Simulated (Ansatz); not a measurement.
Frontier orbitals of `CC[O][GaH][F]`.

```xyz
11

C     1.298    0.265    0.553
C     0.030   -0.513    0.820
O    -0.544   -1.016   -0.372
Ga   -1.464   -0.014   -1.499
F    -1.690    1.640   -0.945
H     1.763    0.578    1.491
H     1.083    1.166   -0.030
H     2.015   -0.347    0.001
H    -0.684    0.117    1.365
H     0.247   -1.381    1.452
H    -2.054   -0.493   -2.836
```

Total charge 0; spin multiplicity 1. Correlated methods include outer-core shells of Ga, which these sets cover unevenly. Scalar relativity is left out up to krypton. The structure was optimised at the PBE0-D4/def2-TZVP level. It is one conformer, not always the lowest. Basis def2-TZVPP, the Gaussian-basis code of Ansatz.

| functional | HOMO (eV) | LUMO (eV) |
| --- | --- | --- |
| BHLYP | -9.64 | -0.22 |

(1) Give HOMO and LUMO (eV) with LDA (SPW92), PBE, revPBE, BLYP, r2SCAN, B97M-V, PBE0, B3LYP, r2SCANh, r2SCAN0, HSE06 (plane-wave form), CAM-B3LYP, LC-ωPBE, ωB97X-V, ωB97M-V, HF. (Estimate.)

## Answers

(1) Computed: 
| functional | HOMO | LUMO |
| --- | --- | --- |
| LDA (SPW92) | -6.88 | -1.96 |
| PBE | -6.69 | -1.68 |
| revPBE | -6.61 | -1.56 |
| BLYP | -6.61 | -1.66 |
| r2SCAN | -6.98 | -1.38 |
| B97M-V | -7.11 | -1.64 |
| PBE0 | -8.17 | -0.90 |
| B3LYP | -7.95 | -1.20 |
| r2SCANh | -7.54 | -1.11 |
| r2SCAN0 | -8.39 | -0.71 |
| HSE06 (plane-wave form) | -7.77 | -1.26 |
| CAM-B3LYP | -9.64 | -0.04 |
| LC-ωPBE | -10.97 | 1.21 |
| ωB97X-V | -10.64 | 1.04 |
| ωB97M-V | -10.57 | 0.77 |
| HF | -11.96 | 1.79 |

B3LYP here is the variant with VWN-RPA as its local correlation; programs differ in this. LC-ωPBE has ω = 0.4 bohr⁻¹. Positive LUMOs are unbound and depend on the basis.
